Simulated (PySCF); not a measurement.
**From computed data to an observable: chemical shift, span and skew from a shielding tensor**

C2H7GeN, SMILES C=[CH][GeH2][NH2]. Atoms are numbered in the order given.

```xyz
11

Ge    -0.2593     0.4821    -0.0262
N     -1.9247    -0.2567     0.3069
C      1.1319    -0.8038    -0.5153
C      2.2031    -1.0388     0.2521
H     -0.4856     1.4913    -1.1719
H      0.2034     1.1845     1.2676
H     -1.9112    -1.0196     0.9829
H     -2.4013    -0.5888    -0.5305
H      1.0198    -1.3669    -1.4515
H      2.3643    -0.5060     1.1970
H      2.9731    -1.7695    -0.0230
```
Charge 0, spin multiplicity 1.

Coordinates come from a B3LYP-D3(BJ)/def2-SVP optimisation. This is a generated structure with no PubChem entry under its InChIKey; it may be hypothetical. One conformer was computed; it need not be the lowest.

GIAO shieldings from KT2/pcSseg-1 run with PySCF, non-relativistic, no solvent. The symmetric part of the tensor of C3 has the principal values -62.4, 35.7, 160.4 ppm. The same nucleus in TMS has σ = 185.1 ppm at this level (PySCF, at its B3LYP-D3(BJ)/def2-TZVP geometry).

Question: Work out the isotropic shielding, the ¹³C shift against TMS, the span and the skew.

Answer: 
σ(iso) = (σ11 + σ22 + σ33)/3 = 44.6 ppm. δ = σ(ref) − σ(iso) = 185.1 − (44.6) = 140.5 ppm.
Span Ω = σ33 − σ11 = 222.8 ppm. Skew κ = 3(σ(iso) − σ22)/Ω = 0.12. Tumbling in solution averages the tensor to δ; in a static solid the shielding alone would spread this spin-1/2 line over Ω.
